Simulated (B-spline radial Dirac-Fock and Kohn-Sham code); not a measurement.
L1 edges in EELS at 300 kV and 5 mrad, Rb to Ta

Model: the first Born approximation with generalised oscillator strengths from a Dirac-Hartree-Slater potential (longitudinal and transverse terms; continuum final states only, so no white lines or fine structure). Program: a radial B-spline solver. Partial cross sections in barn for windows above the edge. Edges are tabulated values, any marked * orbital energies of the model.

| Z | element | edge (eV) | Δ = 50 eV | Δ = 100 eV | Δ = 200 eV |
| --- | --- | --- | --- | --- | --- |
| 37 | Rb | 2065.0 | 5.93 | 11.4 | 21.1 |
| 38 | Sr | 2216.0 | 4.72 | 9.08 | 16.8 |
| 40 | Zr | 2532.0 | 3.00 | 5.79 | 10.8 |
| 41 | Nb | 2698.0 | 2.41 | 4.66 | 8.69 |
| 48 | Cd | 4018.0 | 0.556 | 1.08 | 2.05 |
| 52 | Te | 4939.0 | 0.242 | 0.476 | 0.916 |
| 54 | Xe | 5453.0 | 0.162 | 0.321 | 0.621 |
| 56 | Ba | 5989.0 | 0.113 | 0.221 | 0.427 |
| 57 | La | 6266.0 | 0.0936 | 0.184 | 0.356 |
| 58 | Ce | 6548.0 | 0.0783 | 0.154 | 0.298 |
| 59 | Pr | 6835.0 | 0.0659 | 0.130 | 0.252 |
| 60 | Nd | 7126.0 | 0.0555 | 0.109 | 0.212 |
| 61 | Pm | 7428.0 | 0.0468 | 0.0924 | 0.179 |
| 64 | Gd | 8376.0 | 0.0285 | 0.0563 | 0.110 |
| 65 | Tb | 8708.0 | 0.0243 | 0.0481 | 0.0937 |
| 67 | Ho | 9394.0 | 0.0178 | 0.0351 | 0.0686 |
| 68 | Er | 9751.0 | 0.0152 | 0.0301 | 0.0588 |
| 72 | Hf | 11271.0 | 0.00830 | 0.0164 | 0.0322 |
| 73 | Ta | 11682.0 | 0.00715 | 0.0142 | 0.0278 |

Values without a named source are computed, but for edge energies of neutral atoms, which are taken from tables.
